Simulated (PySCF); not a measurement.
CHF2, SMILES F[CH]F (connectivity only; charge and spin as stated), charge +1, multiplicity 1. Heavy atoms are numbered as in [F:1][CH:2][F:3]. Hydrogens are named by the atom that carries them.

Coordinates come from a PBE0-D3(BJ)/def2-TZVP optimisation. The multiplicity is an assumed one; other spin states were not compared. The isomer is the one that the SMILES or the coordinates give; other isomers of the formula were not compared.

These are PBE0/def2-TZVPD (PySCF) values and carry that method's errors.

Mulliken values depend strongly on the basis, most of all with diffuse functions as here. ESP charges are fitted to the potential on shells at 1.4 to 2.0 van der Waals radii. Atomic charges (e), one atom of each kind:

| atom | ESP fit | Mulliken |
|---|---|---|
| F1 | [?] | 0.06 |
| C2 (CH) | [?] | 0.52 |
| H on C2 | [?] | 0.36 |

Problem. Some entries are withheld; supply them. (Estimate from the structure and the level; the computed values follow.)

Solution. 
- F1, ESP fit: 0.08
- C2 (CH), ESP fit: 0.62
- H on C2, ESP fit: 0.21
